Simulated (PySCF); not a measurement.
C₃H₁₂OSi₂, SMILES C[SiH](C[SiH2]O)C.

The structure is a stationary point at B3LYP-D3(BJ)/def2-SVP. This is a generated structure with no PubChem entry under its InChIKey; it may be hypothetical. One conformer was computed; it need not be the lowest.

The numbers are results of TDA-PBE/def2-SVPD (PySCF 2.14.0), not measurements.

Vertical excitations. Gas-phase values at a fixed geometry.

Computed excitation energies, oscillator strengths and character:
| state | energy (eV) | λ (nm) | f | main pairs |
|---|---|---|---|---|
| S1 | 6.12 | 203 | 0.035 | HOMO→LUMO 99 % |
| S2 | 6.65 | 187 | 0.017 | HOMO→LUMO+1 98 % |
| S3 | 6.70 | 185 | 0.004 | HOMO−1→LUMO 97 % |
| S4 | 6.80 | 182 | 0.002 | HOMO−3→LUMO 50 %, HOMO−2→LUMO 48 % |
| S5 | 6.87 | 181 | 0.032 | HOMO−2→LUMO 49 %, HOMO−3→LUMO 48 % |
| S6 | 7.06 | 176 | 0.042 | HOMO→LUMO+2 96 % |
| T1 | 5.89 | 210 | 0 | HOMO→LUMO 99 % |
| T2 | 6.53 | 190 | 0 | HOMO→LUMO+1 97 % |
Triplets are in the Tamm–Dancoff approximation.
